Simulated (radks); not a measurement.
Task: Sn, 50 electrons, occupied as [Kr] 4d10 5s2 5p2 (the NIST ground configuration). Method: Dirac Kohn-Sham, PBE, spin-unpolarised, spherical densities, finite nucleus; open shells are shared between the two j in proportion to 2j + 1; Fermi nuclear charge, rms radius 4.6519 fm; computed with a radial shooting solver on a logarithmic mesh with Libxc functionals. Some entries of the table are withheld. Estimate them.

orbital      occ.  eigenvalue (hartree)  <1/r> (bohr^-1)  <r^2> (bohr^2)
1s1/2           2             -1065.484            53.08             (1)
2s1/2           2             -160.8037            12.31             (2)
2p1/2           2             -150.2065            12.29             (3)
2p3/2           4             -141.7309            11.45             (4)
3s1/2           2             -31.03247            4.351          0.1316
3p1/2           2                   (5)            4.259          0.1265
3p3/2           4                   (6)            4.053          0.1350
3d3/2           4             -17.57079            3.898          0.1160
3d5/2           6             -17.25133            3.845          0.1186
4s1/2           2              -4.91766            1.706             (7)
4p1/2           2              -3.48658            1.589          0.8567
4p3/2           4              -3.20847            1.522          0.9167
4d3/2           4              -0.97181            1.228           1.416
4d5/2           6              -0.93355            1.210           1.456
5s1/2           2              -0.38736           0.5394           6.573
5p1/2    0.666667              -0.14703           0.4095           11.60
5p3/2     1.33333              -0.13071           0.3887           12.82

Result: 
(1) 1s1/2 <r^2> (bohr^2): 0.001143
(2) 2s1/2 <r^2> (bohr^2): 0.01851
(3) 2p1/2 <r^2> (bohr^2): 0.01376
(4) 2p3/2 <r^2> (bohr^2): 0.01507
(5) 3p1/2 eigenvalue (hartree): -26.72722
(6) 3p3/2 eigenvalue (hartree): -25.17953
(7) 4s1/2 <r^2> (bohr^2): 0.7586
